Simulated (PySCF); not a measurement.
Isomers of C4H4FNO. Computed with PySCF 2.14.0, density-fitted response routines, TDDFT wB97X-D/def2-SVPD, vertical, gas phase, core orbitals frozen in the response. Geometries: GFN2-xTB; one conformer of each isolated species. Triplets are in the Tamm–Dancoff approximation.

A. `FCc1ccon1`
B. `N#CCCC(=O)F`
C. `N#C[C@@H]1C[C@H](F)O1`

Lowest singlet levels (six at most, fewer where fewer were computed) with oscillator strengths:

1. 201 nm (f 0.001); 157 nm (f 0.000); 151 nm (f 0.002); 150 nm (f 0.003); 144 nm (f 0.003); 142 nm (f 0.004); T1 5.62 eV
2. 170 nm (f 0.003); 163 nm (f 0.004); 155 nm (f 0.008); 150 nm (f 0.007); 144 nm (f 0.006); 142 nm (f 0.006); T1 6.33 eV
3. 190 nm (f 0.006); 186 nm (f 0.125); 174 nm (f 0.036); 156 nm (f 0.041); 148 nm (f 0.216); 145 nm (f 0.067); T1 4.41 eV

**Question.** Which spectrum belongs to which structure?

**Answer.** 1 = B, 2 = C, 3 = A.
- A: S1 at 6.54 eV, HOMO-2→LUMO (96%); Löwdin shares by element: HOMO carbon 58% or more, nitrogen 29%; LUMO carbon 38% or more, nitrogen 22%, oxygen 18% (atoms not listed hold the other 22%); HOMO -9.86 and LUMO 1.10 eV.
- B: S1 at 6.17 eV, HOMO→LUMO (76%), HOMO-1→LUMO (11%), HOMO-2→LUMO (9%); Löwdin shares by element: HOMO oxygen 50%, nitrogen 11%, fluorine 9%, carbon 8% or more (atoms not listed hold the other 23%); LUMO carbon 48% or more, oxygen 31%, fluorine 9%; HOMO -11.58 and LUMO 0.80 eV.
- C: S1 at 7.29 eV, HOMO-1→LUMO (78%); Löwdin shares by element: HOMO oxygen 55%, carbon 15% or more, fluorine 8% (atoms not listed hold the other 22%); LUMO carbon 38% or more, nitrogen 27%, oxygen 14% (atoms not listed hold the other 20%); HOMO -11.31 and LUMO 1.33 eV.
